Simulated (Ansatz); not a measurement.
A made-up structure of BH$_{2}$Se, doublet:

B1  (-0.152, 0.034, -0.078)
Se2  (1.471, -0.331, 0.758)
H3  (2.732, 0.016, 1.514)
H4  (-0.209, 0.923, -0.877)
(Å)

It is relaxed with PBE-D4/def2-SVP and then PBE0-D4/def2-TZVP (Ansatz 0.2.0). Atoms count as bonded within 1.22 times the sum of their covalent radii (H–H: 0.88 Å). The end point is not checked to be a true minimum.

(1) Does its bonding change? (Judge from chemistry; the calculation decides.)

## Answers

(1) The calculation gives: No: no bond forms or breaks.

Where it ends: The first stage lowers the energy by 1.51 eV in 8 steps. It ends as BH₂Se ([BH][SeH]):
| atom | x (Å) | y (Å) | z (Å) |
| --- | --- | --- | --- |
| B1 | 0.0953 | -0.0033 | -0.1246 |
| Se2 | 1.3759 | -0.7645 | 1.0056 |
| H3 | 2.3486 | 0.3536 | 1.0907 |
| H4 | 0.0220 | 1.0569 | -0.6545 |

Labels in which every atom is bracketed show which atoms are joined, not bond orders.

For scale, one of the runs: PBE0-D4/def2-TZVP relaxation, 91 basis functions, launched by `ansatz run in.yaml --threads 2 --pin off --events-out ev --progress --plain --max-ram 4352MiB`. Hardware: 2 CPU threads of an Arm Neoverse V1, shared host. Wall time about 10 s.
